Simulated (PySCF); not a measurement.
## Working out the ionisation energy of S⁺

S⁺ [Ne] 3s2 3p3 (4S) → S²⁺ [Ne] 3s2 3p2 (3P). Calculation: PySCF 2.14, in aug-cc-pCVTZ-DK (8s7p5d3f, 75 functions); the spin-free X2C one-electron Hamiltonian (Gaussian nucleus). Frozen: 1s2. Energies in hartree (1 hartree = 27.21139 eV):

```csv
part,S⁺ (lower),S²⁺ (upper)
UHF,-398.252070,-397.417584
CCSD correlation,-0.405296,-0.384174
(T),-0.005875,-0.004558
```

Question: What does Hartree-Fock give?

Answer: (-397.417584) − (-398.252070) = 0.834486 hartree = 22.708 eV.

Question: What do CCSD and CCSD(T) give?

Answer: The CCSD correlation energies differ by 0.021122 hartree = 0.575 eV and the triples by 0.001317 hartree = 0.036 eV, so CCSD gives 23.283 eV and CCSD(T) 23.319 eV.

A first-order spin-orbit estimate adds -0.062 eV to CCSD(T) (valence and next inner shell), giving 23.257 eV against 23.338 eV (measured; NIST Atomic Spectra Database, ionization energies).

What remains against the reference includes basis incompleteness, the frozen core and higher excitations.
